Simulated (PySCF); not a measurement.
# Ionising NaCd

PBE0; basis Na def2-SVP, Cd def2-SVP with ECP28; scalar-relativistic core potentials; PySCF 2.14. Neutral (UKS): doublet (σ ↑), Re = 3.483 Å, ωe = 66.3 cm⁻¹, De = 0.12 eV, HOMO -3.44 eV, LUMO -1.56 eV.

NaCd⁺ (UKS): singlet (closed shell), Re = 3.142 Å, ωe = 115 cm⁻¹, De = 0.45 eV to Na⁺ + Cd. The energies at the minima are -329.85368 hartree for NaCd and -329.67392 for NaCd⁺.

Task: Work out the adiabatic ionisation energy, without and with harmonic zero-point energies (1 hartree = 27.2114 eV, 1 eV = 8065.5 cm⁻¹), and the change of the bond length.

Result: At PBE0: 0.17976 hartree = 4.892 eV between the minima; the zero-point term (115.0 − 66.3)/2 cm⁻¹ = +0.003 eV makes it 4.895 eV. Re changes by -34.1 pm against the neutral. The electron leaves a σ orbital, and the shorter bond of the ion fits an antibonding orbital, or a change in how ionic the bond is.

Closed-shell solutions of metal pairs were not tested for spin polarisation, which can lower them a little. Weak bonds: NaCd, NaCd⁺. Basis-set superposition, not corrected here, can be much of De in a small basis, most of all at correlated wavefunction levels. For an ion De counts to the pair picked by the measured ionisation energies or electron affinities, which need not be the lowest pair at this level. States were picked by a PBE0 search and need not be the measured ground states.
